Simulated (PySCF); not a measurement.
Problem. Write Cartesian coordinates for W(CH)(OMe)3, `[CH]#[W]([O]C)([O]C)[O]C` as optimised with PBE0-D3(BJ)/def2-SVP. (Singlet state.)

Solution. 
```xyz
18
C4H10O3W angstrom
W     -0.0148    0.0259   -0.3613
C      0.0324   -0.0333    1.3881
H      0.0620   -0.0689    2.4808
O      1.5852   -0.8009   -0.9172
C      2.6834   -1.4266   -0.3235
H      2.6539   -1.3248    0.7749
H      3.6179   -0.9767   -0.6989
H      2.6911   -2.4992   -0.5810
O     -0.1082    1.8611   -0.7795
C     -0.1267    3.0782   -0.0959
H     -0.1472    2.9212    0.9962
H     -1.0175    3.6590   -0.3896
H      0.7682    3.6692   -0.3542
O     -1.5641   -0.9351   -0.8350
C     -2.5811   -1.6370   -0.1848
H     -2.5062   -1.5235    0.9103
H     -2.5204   -2.7094   -0.4361
H     -3.5643   -1.2621   -0.5155
```

Orientation and origin are arbitrary. Atoms count from 1 in this order. All 3 O–W bonds measure 1.884 to 1.885 Å. Of the pairs four or more bonds apart, C2···H16 is among the closest relative to their van der Waals radii: 2.98 Å, 103 % of the sum of Bondi's values. W1 (tungsten bonded to C and 3 O) is distorted tetrahedral (angles from 104.8° to 113.8°). O4 (oxygen bonded to C and W) is bent (angle 137.6°).

Bonds between heavy atoms (Å): W1–C2 1.751, W1–O4 1.885, W1–O9 1.885, W1–O14 1.884, O4–C5 1.396, O9–C10 1.396, O14–C15 1.396.

Method: PySCF 2.14.0, PBE0-D3(BJ)/def2-SVP geometry optimisation, gas phase, def2 core potentials past Kr.

Not checked by PBE0-D3(BJ)/def2-SVP frequencies. Torsions: C2–W1–O4–C5 2°, C2–W1–O9–C10 1°, C2–W1–O14–C15 -1°.

On an Arm Neoverse V1 with one thread (shared host), this took 2.8 min wall and 0.73 GiB of memory at its peak. This is the geometry optimisation.
